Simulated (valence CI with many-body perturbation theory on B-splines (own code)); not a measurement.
# Rh XLI in brief

Computed by valence CI with perturbative core correlation (CI+MBPT): three valence electrons over a frozen Dirac-Fock core [He], radial functions for each j: 9 s, 9 p, 8 d, 6 f, 3 g, 1 h, with the one-electron correlation potential Σ1 (screened to all orders), the two-electron term Σ2, the three-electron term Σ3, Breit, model QED; selected single and double excitations, second order for the rest, scaled by the run's own slope (own B-spline code, finite nucleus).

No measured spectrum was set against this ion. As an estimate, large intervals hold to a few tenths of a per cent, small ones and those within an open d or f shell to about a per cent.

Levels are named by their leading jj configuration (3d3/2^4 stands for four electrons in 3d with j = 3/2), which in mixed levels can hold well under half, so a name can repeat and another be missing.

Rates and lifetimes use the calculated energies. Strong lines usually hold to 10 to 20 %, long lifetimes can be off by a factor of two.

Task: What is the ground level?

Result: (2s^2 2p1/2) J=1/2, composition 99 % 2s2.2p 2P°, g = 0.649.

Task: How well does LS coupling describe the low levels?

Result: Among the lowest 20 levels the leading LS term, summed over configurations, holds 76 % on average. For single configurations the figures are 75 % in LS and 95 % in jj coupling. Terms mix most in the J = 3/2 level at 452.9 eV, where the leading one holds 42 %.

Task: What is the ionisation energy?

Result: 6163.1 eV; NIST lists 6161 ± 5 eV (semi-empirical).

Task: Name the longest-lived excited levels whose lifetime is computed, and their main decay.

Result: (2s^2 2p3/2) J=3/2 at 161.4 eV lives 39.0 ns, mostly by M1 to (2s^2 2p1/2) J=1/2; (2s 2p1/2 2p3/2) J=3/2 at 249.0 eV lives 1.48 ns, mostly by E1 to (2s^2 2p1/2) J=1/2; (2s 2p1/2 2p3/2) J=5/2 at 274.6 eV lives 409 ps, mostly by E1 to (2s^2 2p3/2) J=3/2.

Task: What are the static dipole polarisabilities of the lowest levels?

Result: (2s^2 2p1/2) J=1/2 0.00151 bohr³, of which the core gives 2.02e-06.

Task: Among levels below 3803.0 eV, which E1 lines absorb most strongly from the ground level?

Result: to (2s^2 3d3/2) J=3/2 at 0.3465 nm, f = 0.771; to (2s 2p1/2 3p3/2) J=3/2 at 0.3398 nm, f = 0.206; to (2s 2p1/2 3p3/2) J=1/2 at 0.3403 nm, f = 0.134.

Task: Where does the other parity begin?

Result: At (2s 2p1/2^2) J=1/2, 123.6 eV.
